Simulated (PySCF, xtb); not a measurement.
CH3FSi, SMILES C[Si]F (connectivity only; charge and spin as stated), neutral, multiplicity 1.

xtb with GFN2-xTB at its own geometry gives an orbital gap of 2.69 eV and a dipole moment of 1.68 D.

Geometry optimised at PBE0-D3(BJ)/def2-TZVP.

### Question
What does ωB97X/def2-TZVPD (PySCF) give? (An estimate is asked for; the answer gives what the named calculation found.)

### Answer
gap 8.89 eV (levels -8.95 and -0.06 eV), dipole 1.64 D.
